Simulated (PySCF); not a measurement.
Compound: C₄H₁₀O₂S.
SMILES with atom numbers: `[CH3:1][CH2:2][CH2:3][S:4]([CH3:5])(=[O:6])=[O:7]` (hydrogens: H8, H9, H10 on C1; H11, H12 on C2; H13, H14 on C3; H15, H16, H17 on C5)

All values: wB97X-D/pcSseg-2 (PySCF, non-relativistic), on one gas-phase PBE0-D3(BJ)/def2-TZVP geometry that isn't relaxed in the solvent. The solvent is an IEF-PCM continuum (Bondi radii, 1.10 Å for H, scaled by 1.2). Only the electrostatic response of the medium enters.

Gas phase at wB97X-D/pcSseg-2: HOMO -10.14 eV, LUMO 1.87 eV, dipole 4.47 D.

**Question.** What does the continuum do to the energy, the frontier levels and the dipole at wB97X-D/pcSseg-2 in chloroform?

**Answer.** 
```
   solvent      ε  E(solvent) − E(gas) (kcal/mol)  polarisation term (kcal/mol)  distortion of the solute (kcal/mol)  HOMO (eV)  LUMO (eV)  dipole (D)
chloroform  4.711                           -7.88                         -9.11                                 1.23     -10.14       2.19        5.60
```

The polarisation term is half the interaction of the solute with the surface charges that it induces; the rest is the cost of distorting the solute's density. The sum is the electrostatic part of solvation alone.

**Question.** Which radius a makes the point-dipole formula ΔE = −[(ε − 1)/(2ε + 1)]·μ²/a³ give the value in chloroform, with the gas-phase dipole?

**Answer.** μ = 1.760 au and |ΔE| = 0.01256 Eh give a = 2.35 Å; the farthest nucleus lies 3.42 Å from the centroid of the nuclei, so such a sphere wouldn't even hold the nuclei. The formula assumes a rigid point dipole at the centre of a sphere.

The values belong to the conformer `[CH3:1][CH2:2][CH2:3][S:4]([CH3:5])(=[O:6])=[O:7]`: C1–C2–C3–S4 71°, C2–C3–S4–C5 169°.

The pairwise dispersion term of wB97X-D wasn't added to the energies; at a given geometry it leaves orbitals and properties as they are.
